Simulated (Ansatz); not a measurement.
Ideal-gas functions of `[O]=[W]([OH])([OH])([OH])[Cl]` at 800 K and 1 bar, from an Ansatz frequency run at PBE0-D4/def2-TZVP.

Molar mass 286.31 g/mol, point group Cs (symmetry number 1), electronic degeneracy 1, moments of inertia 183.89, 332.841, 335.24 u Å². Harmonic wavenumbers (cm⁻¹, unscaled): 83, 124, 209, 212, 249, 304, 305, 331, 450, 468, 550, 705, 713, 733, 775, 778, 821, 1038, 3806, 3858, 3863.

Use S(trans) = R[1.5 ln M + 2.5 ln T − 1.1517]; rotational temperatures θ = 24.2544 K / I; S(rot) = R[ln(√π/σ · √(T³/θAθBθC)) + 1.5]; for each mode x = 1.438777 ν̃/T, S = R[x/(eˣ − 1) − ln(1 − e⁻ˣ)] and H = RT x/(eˣ − 1); 1 cm⁻¹ = 0.0119627 kJ/mol; R = 8.31446 J/(mol·K).

Question: By hand: the entropy, in J/(mol·K).

Answer: Translation 199.9. Rotation: θ = 0.1319, 0.0729, 0.0723 K, giving 130.8. Vibration, mode by mode: 24.14, 20.81, 16.50, 16.38, 15.06, 13.44, 13.41, 12.75, 10.30, 9.99, 8.74, 6.88, 6.79, 6.59, 6.20, 6.17, 5.79, 4.24, 0.07, 0.06, 0.06, in all 204.4. Electronic 0.0. Sum 535.1 J/(mol·K).

Question: By hand: H − E and G − E in kJ/mol, counted from the electronic energy.

Answer: Zero-point energy ½ × 20375 × 0.0119627 = 121.9; thermal vibration 76.8; translation, rotation and pV give 4 RT = 26.6. H − E = 225.3 kJ/mol, and G − E = 225.3 − 800 × 535.1/1000 = -202.8 kJ/mol.

Vibration gives 38 % of the entropy, 44.9 J/(mol·K) of it from the modes under 150 cm⁻¹: soft modes count most, and the harmonic formula is weakest for them. The sum counts one conformer and one mirror image; others add a mixing term.
